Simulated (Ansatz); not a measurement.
Reaction (redistribution): `[F][AlH][GeH3]` + `[CH3][AlH][C](=N)O` → `N=[C](O)[GeH3]` + `[CH3][AlH][AlH][F]`

Isolated molecules relaxed with PBE0-D4/def2-TZVP in Ansatz; ΔE leaves out vibrations. CCSD(T)/CBS adds triple-zeta CCSD(T) − MP2 to the extrapolated MP2 energy (def2 sets, frozen cores). DFT in def2-TZVPP. For Ge outer-core shells are correlated without core-valence functions, which leaves a few kJ/mol of doubt a bond. Scalar relativity is left out up to krypton. Each species was taken in one conformer, which may not be the lowest.

| level | ΔE (kJ/mol) |
| --- | --- |
| PBE0-D4 | 42.8 |
| ωB97M-V | 55.4 |
| PBE0 | 42.3 |
| MP2/def2-TZVPP | 47.0 |
| HF/def2-QZVPP | 40.6 |
| SCS-MP2/def2-QZVPP | 45.9 |
| MP2/CBS(def2) | 50.9 |
| CCSD/CBS(def2) | 46.5 |

What does CCSD(T)/CBS give? (Estimate.)

Computed: +47.1 kJ/mol. The listed levels differ from it by -4.3, 8.3, -4.8, -0.1, -6.5, -1.2, 3.8, -0.6 kJ/mol.

Largest T1 diagnostic among the species: 0.014.

In def2-TZVPP, CCSD(T) changes the Hartree–Fock value by +3.1 kJ/mol (the triples alone add +0.5 kJ/mol) and MP2 by +6.9 kJ/mol.
